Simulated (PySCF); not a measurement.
Basis-set dependence of excited states

C2H6Ge2O.
Cartesian coordinates in Å at the PBE0-D3(BJ)/def2-SVP level; atoms count from 1:
```
atom  x, y, z in Å
C1     2.1726    1.4619    0.1048
C2     1.5267    0.4324    0.0478
Ge3    0.4628   -1.1479   -0.0449
O4    -1.1462   -0.7746    0.5884
Ge5   -2.0501    0.7607    0.5846
H6     2.7464    2.3705    0.1568
H7     0.3499   -1.5823   -1.5150
H8     1.0582   -2.2391    0.8514
H9    -1.3089    1.7990    1.4467
H10   -3.4229    0.4164    1.1814
H11   -2.1882    1.2674   -0.8660
```

TDDFT with PBE0 (PySCF), vertical singlets, core orbitals frozen in the response, spherical d and f functions. Geometry: PBE0-D3(BJ)/def2-SVP, one conformer, isolated molecule. Relativistic effects, spin–orbit coupling among them, are left out although an element past zinc is present.

```csv
basis,functions,diffuse,S1 (eV),S2 (eV),S3 (eV),S4 (eV),S5 (eV),LUMO (eV),α (au)
6-31G*,118,no,5.85,6.20,6.32,6.60,6.87,-0.41,68.2
def2-SVP,136,no,5.90,6.29,6.35,6.55,6.93,-0.49,72.4
def2-SVPD,187,yes,5.82,6.20,6.26,6.46,6.82,-0.75,84.1
aug-cc-pVDZ,195,yes,5.75,6.09,6.18,6.41,6.72,-0.83,85.7
def2-TZVP,225,no,5.82,6.21,6.25,6.44,6.86,-0.67,80.8
def2-TZVPD,276,yes,5.77,6.14,6.19,6.41,6.75,-0.80,85.5
```

Compare the sets with the largest diffuse one.

States are compared by their number. Against the largest diffuse basis here (def2-TZVPD, itself not a converged limit), sets without diffuse functions differ by up to 0.14 eV in S1 and 0.18 eV in S5; the smaller diffuse sets differ by up to 0.05 and 0.06 eV. State by state, the largest deviation of a set without diffuse functions is S1 0.14, S2 0.15, S3 0.16, S4 0.19, S5 0.18 eV. The same number needn't mean the same state in each row. Against def2-TZVPD the polarisability deviates by -20% in 6-31G*, -15% in def2-SVP, -2% in def2-SVPD, 0% in aug-cc-pVDZ, -5% in def2-TZVP.
